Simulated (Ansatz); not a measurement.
```yaml
atoms:
  - { symbol: Cr, position_ang: [0.0000, 0.0000, 0.0000] }
  - { symbol: Mn, position_ang: [0.0000, 0.0000, 3.7400] }
```

Basis set: pcseg-2 (spherical functions). Some runs use density fitting. Charge 0, multiplicity 2.

Computed with Ansatz (development build ahead of 0.2.0); each method stands on the lowest determinant of its kind that the runs found.

Question: Give the atomization energy at this shape (free ground-state atoms in the same class of orbitals less the molecule, no zero-point energy) of doublet CrMn by PBE0 (unrestricted), PBE (unrestricted), UHF.

Answer:

```csv
method,atomization energy
PBE0 (unrestricted),0.19 eV
PBE (unrestricted),0.35 eV
UHF,-0.03 eV
```

Caution: other spin multiplicities were not run; the shape is not the minimum; the unrestricted determinant is a mixture of spin states.
